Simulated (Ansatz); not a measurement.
Start from `CB(C)OC=O` and change one atom or group to get `CB(C)O[SiH3]`.

Ansatz, PBE0-D4/def2-TZVP geometries, multiplicity 1. Each molecule was computed in one conformer, which needn't be the lowest.

```json
{"property": "LUMO energy (PBE/def2-TZVPP) / eV", "`CB(C)OC=O`": "-1.94"}
{"property": "LUMO energy (B3LYP/def2-TZVPP) / eV", "`CB(C)OC=O`": "-1.09"}
{"property": "HOMO–LUMO gap (ωB97M-V/def2-TZVPP) / eV", "`CB(C)OC=O`": "12.08"}
{"property": "HOMO energy (ωB97M-V/def2-TZVPP) / eV", "`CB(C)OC=O`": "-10.70"}
{"property": "HOMO–LUMO gap (PBE0/def2-TZVPP) / eV", "`CB(C)OC=O`": "7.48"}
{"property": "size of the dipole moment (B3LYP/def2-TZVPP) / D", "`CB(C)OC=O`": "1.73"}
```

(1) Give the same properties after the change, and the shifts. (Estimate.)

Results:

(1) Ansatz gave: 
| property | `CB(C)O[SiH3]` | shift |
| --- | --- | --- |
| LUMO energy (PBE/def2-TZVPP) / eV | -0.76 | 1.18 |
| LUMO energy (B3LYP/def2-TZVPP) / eV | 0.01 | 1.10 |
| HOMO–LUMO gap (ωB97M-V/def2-TZVPP) / eV | 12.15 | 0.07 |
| HOMO energy (ωB97M-V/def2-TZVPP) / eV | -10.43 | 0.27 |
| HOMO–LUMO gap (PBE0/def2-TZVPP) / eV | 8.35 | 0.87 |
| size of the dipole moment (B3LYP/def2-TZVPP) / D | 0.67 | -1.06 |

With PBE0 the HOMO rises by 0.19 eV and the LUMO rises by 1.06 eV, so the gap widens by about 0.87 eV. PBE moves the HOMO by 0.00 eV and ωB97M-V by 0.27 eV. The zero-point energy changes by 14.4 kJ/mol with +3 modes. Dipoles are sizes alone; their direction can turn.

B3LYP here is the variant with VWN-RPA as its local correlation; programs differ in this.
